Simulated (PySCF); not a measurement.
Mg(iPr)(OH) (C₃H₈MgO), SMILES C[CH](C)[Mg][OH].

Coordinates come from a PBE-D3(BJ)/def2-SVP optimisation. The structure was generated by enumeration; whether it is a known compound was not checked. Other conformers were not sampled.

Level of theory: PBE/def2-TZVP (PySCF).

Gas-phase values at a fixed geometry.

### Question
Estimate the frontier levels, gap, dipole moment and polarisability. (The exact figures need the calculation; the answer reports its results.)

### Answer

| Property | Value |
|---|---|
| highest occupied level | -5.22 eV |
| lowest empty level | -1.55 eV |
| orbital gap | 3.67 eV |
| dipole moment | 0.64 D |
| quadrupole, principal values (traceless, Buckingham form, about the centre of nuclear charge) | -8.40, 2.34, 6.06 D·Å |
| mean static polarisability | 72.9 bohr³ (10.80 Å³) |
| polarisability, principal values | 59.8, 69.0, 89.8 bohr³ |
